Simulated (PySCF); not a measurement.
Bonds broken one at a time in the series Ge F-H. Gas-phase values, no solvent. Strings in code marks are SMILES.

The four lowest singlet excitations (Tamm–Dancoff). These are PBE-D3(BJ)/def2-TZVP // B3LYP-D3(BJ)/def2-TZVP (PySCF) values and carry that method's errors. Excitations are Tamm–Dancoff values on a coarser integration grid. The basis has no diffuse functions, so Rydberg states are missing or too high.

```json
[
 {"state": "S1", "energy (eV)": "7.67", "wavelength (nm)": "162", "oscillator strength": "0.000"},
 {"state": "S2", "energy (eV)": "7.90", "wavelength (nm)": "157", "oscillator strength": "0.009"},
 {"state": "S3", "energy (eV)": "8.56", "wavelength (nm)": "145", "oscillator strength": "0.001"},
 {"state": "S4", "energy (eV)": "8.60", "wavelength (nm)": "144", "oscillator strength": "0.033"}
]
```

Task: Say which member gives these states.
A. `[F][GeH]([F])[F]`
B. `[F][GeH3]`
C. `[F][GeH2][F]`

Result: C, `[F][GeH2][F]`
